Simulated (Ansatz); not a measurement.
Cost and result for the atomization energy of BGaH₃N, SMILES `[BH]1[NH][GaH]1` (6 atoms, 6 bonds).

Total charge 0; spin multiplicity 1. Correlated methods include outer-core shells of Ga, which these sets cover unevenly. Scalar relativity is left out up to krypton. All single points use the PBE0-D4/def2-TZVP geometry. Program: Ansatz. All runs use 2 threads of an Arm Neoverse V1 on a shared host. Times are those of one run each, without the atoms' runs, and a repeat can differ threefold. Electronic energies, without spin–orbit coupling; frozen cores. CCSD(T)/CBS adds CCSD(T) − MP2 in def2-TZVPP to the MP2 limit, and its time is that of the two runs behind it. T1 = 0.016. With those shells the extrapolation isn't a true limit. B3LYP takes the VWN-RPA correlation (the form of Gaussian; ORCA's B3LYP/G). HSE06 is the plane-wave form, built on full-range PBE exchange.

CCSD(T)/CBS is a level of theory with its own doubt, some kJ/mol a heavy atom from the limit and from the frozen cores, so smaller differences don't rank the functionals.

```
                             level  functions  wall time
            LDA (SPW92)/def2-TZVPP        152      1.4 s
                BLYP-D4/def2-TZVPP        152      1.6 s
                  CCSD(T)/def2-SVP         75      1.9 s
                PBE0-D4/def2-TZVPP        152        2 s
               HSE06-D4/def2-TZVPP        152      2.2 s
 B3LYP-D4/def2-TZVPP (with forces)        152      2.6 s
                 B2PLYP/def2-TZVPP        152      3.5 s
             r2SCANh-D4/def2-TZVPP        152      3.6 s
r2SCAN-D4/def2-TZVPP (with forces)        152      3.8 s
  ωB97M-V/def2-TZVPP (with forces)        152        8 s
                    MP2/def2-QZVPP        293       11 s
                CCSD(T)/def2-TZVPP        152       22 s
                 CCSD(T)/CBS(def2)          –       33 s
```

(1) What atomization energy does each give, and how far from CCSD(T)/CBS? (An estimate is asked.)

Answers

(1) The calculation gave: 
```csv
level,atomization (kcal/mol),difference from CCSD(T)/CBS,per bond
LDA (SPW92)/def2-TZVPP,514.1,73.4,12.2
BLYP-D4/def2-TZVPP,443.8,3.1,0.5
CCSD(T)/def2-SVP,413.9,-26.8,-4.5
PBE0-D4/def2-TZVPP,442.7,2.0,0.3
HSE06-D4/def2-TZVPP,443.2,2.5,0.4
B3LYP-D4/def2-TZVPP (with forces),442.3,1.6,0.3
B2PLYP/def2-TZVPP,438.2,-2.5,-0.4
r2SCANh-D4/def2-TZVPP,441.8,1.1,0.2
r2SCAN-D4/def2-TZVPP (with forces),446.0,5.3,0.9
ωB97M-V/def2-TZVPP (with forces),443.0,2.3,0.4
MP2/def2-QZVPP,444.9,4.2,0.7
CCSD(T)/def2-TZVPP,429.1,-11.6,-1.9
CCSD(T)/CBS(def2),440.7,0.0,0.0
```

Leaving LDA and LC-ωPBE aside and taking each functional with its dispersion term where it has one, the values, not all of them listed here, spread over 27.9 kcal/mol, from BHLYP-D4 to PBE-D4. LDA lies +62.3 kcal/mol from PBE without D4, its usual overbinding. From r2SCAN to r2SCAN0 (25 % exact exchange), in def2-TZVPP and without D4, the atomization energy moves by −10.3 kcal/mol: exact exchange takes away binding that semilocal exchange gives to molecules. At CCSD(T), def2-SVP lies −26.9 kcal/mol from the extrapolated value and def2-TZVPP −11.6 kcal/mol: correlation converges slowly with the basis, and small sets miss more of it in the bonded molecule than in its fragments.
